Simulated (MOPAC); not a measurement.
MOPAC input (PM3):

```
PM3 PRECISE GNORM=0.05 LET XYZ GEO-OK AUX(PRECISION=9) THREADS=1
H4F2Si2

F    -1.74974500 1   -1.38873300 1   -0.39268600 1
Si   -1.17669800 1    0.06204500 1    0.02162400 1
Si    1.17669800 1   -0.06204500 1   -0.02162400 1
F     1.74974500 1    1.38873300 1    0.39268600 1
H    -1.68644900 1    0.38737300 1    1.37310900 1
H    -1.69399800 1    1.05344100 1   -0.94880400 1
H     1.69399800 1   -1.05344100 1    0.94880400 1
H     1.68644900 1   -0.38737300 1   -1.37310900 1
```

Output:

```
 *******************************************************************************
 **                                                                           **
 **                              MOPAC v23.2.5                                **
 **                                                                           **
 *******************************************************************************
 ** MOPAC's Digital Object Identifier: https://doi.org/10.5281/zenodo.6511958 **
 **                                                                           **
 ** Please cite the open-source release paper for use of this MOPAC version:  **
 ** J. E. Moussa and J. J. P. Stewart (2026)                                  **
 ** MOPAC: An open-source semiempirical molecular orbital program             **
 ** J. Open Source Softw., 11(119), 8025, https://doi.org/10.21105/joss.08025 **
 *******************************************************************************

                              PM3 CALCULATION RESULTS

 *******************************************************************************
 *  PM3        - The PM3 Hamiltonian to be used
 *  GEO-OK     - OVERRIDE INTERATOMIC DISTANCE AND OTHER SAFETY CHECKS
 *  LET        - OVERRIDE SOME SAFETY CHECKS
 *  PRECISE    - TIGHTER CRITERIA TO BE USED
 *  XYZ        - CARTESIAN COORDINATE SYSTEM TO BE USED
 *  GNORM      - EXIT WHEN GRADIENT NORM DROPS BELOW 0.050
 *  AUX        - OUTPUT AUXILIARY INFORMATION
 *******************************************************************************
PM3 PRECISE GNORM=0.05 LET XYZ GEO-OK AUX(PRECISION=9) THREADS=1
 H4F2Si2

   ATOM   CHEMICAL          X               Y               Z
  NUMBER   SYMBOL      (ANGSTROMS)     (ANGSTROMS)     (ANGSTROMS)

     1       F         -1.74974500  *  -1.38873300  *  -0.39268600  *
     2      Si         -1.17669800  *   0.06204500  *   0.02162400  *
     3      Si          1.17669800  *  -0.06204500  *  -0.02162400  *
     4       F          1.74974500  *   1.38873300  *   0.39268600  *
     5       H         -1.68644900  *   0.38737300  *   1.37310900  *
     6       H         -1.69399800  *   1.05344100  *  -0.94880400  *
     7       H          1.69399800  *  -1.05344100  *   0.94880400  *
     8       H          1.68644900  *  -0.38737300  *  -1.37310900  *

          CARTESIAN COORDINATES

    NO.       ATOM           X           Y           Z

     1         F         -1.7497     -1.3887     -0.3927
     2        Si         -1.1767      0.0620      0.0216
     3        Si          1.1767     -0.0620     -0.0216
     4         F          1.7497      1.3887      0.3927
     5         H         -1.6864      0.3874      1.3731
     6         H         -1.6940      1.0534     -0.9488
     7         H          1.6940     -1.0534      0.9488
     8         H          1.6864     -0.3874     -1.3731

  H: (PM3): J. J. P. STEWART, J. COMP. CHEM. 10, 209 (1989).
  F: (PM3): J. J. P. STEWART, J. COMP. CHEM. 10, 209 (1989).
 Si: (PM3): J. J. P. STEWART, J. COMP. CHEM. 10, 209 (1989).

           Empirical Formula: H4 F2 Si2  =     8 atoms

      MOLECULAR POINT GROUP   :   C2h

      RHF CALCULATION, NO. OF DOUBLY OCCUPIED LEVELS = 13

          Geometry optimization using EF

          DIAGONAL MATRIX USED AS START HESSIAN

 CYCLE:     1  GRAD.:    48.410 HEAT: -157.1924
 CYCLE:     2  GRAD.:   247.807 HEAT: -144.0248
 CYCLE:     3  GRAD.:    53.932 HEAT: -157.0611
 CYCLE:     4  GRAD.:    73.791 HEAT: -156.0183
 CYCLE:     5  GRAD.:    15.189 HEAT: -159.4009
 CYCLE:     6  GRAD.:    10.151 HEAT: -159.5551
 CYCLE:     7  GRAD.:     1.454 HEAT: -159.7048
 CYCLE:     8  GRAD.:     0.979 HEAT: -159.7129
 CYCLE:     9  GRAD.:     0.526 HEAT: -159.7184
 CYCLE:    10  GRAD.:     0.120 HEAT: -159.7201
 CYCLE:    11  GRAD.:     0.244 HEAT: -159.7202
 CYCLE:    12  GRAD.:     0.541 HEAT: -159.7200
 CYCLE:    13  GRAD.:     0.027 HEAT: -159.7202

     GRADIENT =  0.02659 IS LESS THAN CUTOFF =  0.05000

 -------------------------------------------------------------------------------
 PM3 PRECISE GNORM=0.05 LET XYZ GEO-OK AUX(PRECISION=9) THREADS=1
 H4F2Si2

     GEOMETRY OPTIMISED USING EIGENVECTOR FOLLOWING (EF).
     SCF FIELD WAS ACHIEVED

                              PM3 CALCULATION
                                                       MOPAC v23.2.5 Linux

          FINAL HEAT OF FORMATION =       -159.72021 KCAL/MOL =    -668.26935 KJ/MOL

          COSMO AREA              =        128.38 SQUARE ANGSTROMS
          COSMO VOLUME            =        120.80 CUBIC ANGSTROMS

          GRADIENT NORM           =          0.02659          =       0.00940 PER ATOM
          IONIZATION POTENTIAL    =          9.253067 EV
          HOMO LUMO ENERGIES (EV) =         -9.253 -1.366
          NO. OF FILLED LEVELS    =         13
          MOLECULAR WEIGHT        =         98.1994         POINT GROUP:  C2h

          MOLECULAR DIMENSIONS (Angstroms)

            Atom       Atom       Distance
            F     4    F     1     4.70594
            H     7    H     6     4.09442
            H     5    H     8     3.91005

          SCF CALCULATIONS        =         14

   ATOM   CHEMICAL          X               Y               Z
  NUMBER   SYMBOL      (ANGSTROMS)     (ANGSTROMS)     (ANGSTROMS)

     1       F         -1.83715666  *  -1.41472044  *  -0.39985691  *
     2      Si         -1.22838522  *   0.00909404  *   0.00660396  *
     3      Si          1.22838604  *  -0.00909255  *  -0.00660352  *
     4       F          1.83715554  *   1.41471862  *   0.39985638  *
     5       H         -1.68958631  *   0.39062307  *   1.38051442  *
     6       H         -1.69717437  *   1.06011943  *  -0.95334542  *
     7       H          1.69717461  *  -1.06011947  *   0.95334566  *
     8       H          1.68958655  *  -0.39062297  *  -1.38051468  *

                             CARTESIAN COORDINATES

   1    F       -1.837156656    -1.414720445    -0.399856914
   2   Si       -1.228385216     0.009094036     0.006603958
   3   Si        1.228386042    -0.009092547    -0.006603519
   4    F        1.837155543     1.414718621     0.399856384
   5    H       -1.689586311     0.390623066     1.380514423
   6    H       -1.697174374     1.060119431    -0.953345419
   7    H        1.697174607    -1.060119466     0.953345662
   8    H        1.689586552    -0.390622970    -1.380514677

           Empirical Formula: H4 F2 Si2  =     8 atoms

      MOLECULAR POINT GROUP   :   C2h

                  EIGENVALUES
 -21.65518 -21.08264 -17.08759 -16.99645 -16.81723 -16.54839 -16.39556 -16.22880
 -14.09333 -13.73596 -11.88053 -10.66942  -9.25307  -1.36553   0.86897   1.35179
   1.50933   1.75678   2.19346   2.31969

              NET ATOMIC CHARGES AND DIPOLE CONTRIBUTIONS

  ATOM NO.   TYPE          CHARGE      No. of ELECS.   s-Pop       p-Pop
    1          F          -0.274576        7.2746     1.58587     5.68870
    2         Si           0.547425        3.4526     0.96723     2.48535
    3         Si           0.547426        3.4526     0.96723     2.48535
    4          F          -0.274575        7.2746     1.58587     5.68870
    5          H          -0.136426        1.1364     1.13643
    6          H          -0.136425        1.1364     1.13642
    7          H          -0.136425        1.1364     1.13642
    8          H          -0.136425        1.1364     1.13643
 DIPOLE           X         Y         Z       TOTAL
 POINT-CHG.     0.000     0.000     0.000     0.000
 HYBRID        -0.000     0.000     0.000     0.000
 SUM            0.000     0.000     0.000     0.000

          ATOMIC ORBITAL ELECTRON POPULATIONS

     Atom    s        px        py        pz
    1  F   1.58587   1.93237   1.79718   1.95915
    2 Si   0.96723   0.90442   0.72639   0.85453
    3 Si   0.96723   0.90442   0.72639   0.85453
    4  F   1.58587   1.93237   1.79719   1.95915
    5  H   1.13643
    6  H   1.13642
    7  H   1.13642
    8  H   1.13643

 **********************
 *                    *
 * JOB ENDED NORMALLY *
 *                    *
 **********************

 == MOPAC DONE ==
```

The geometry given is a B3LYP-D3(BJ)/def2-TZVP minimum.
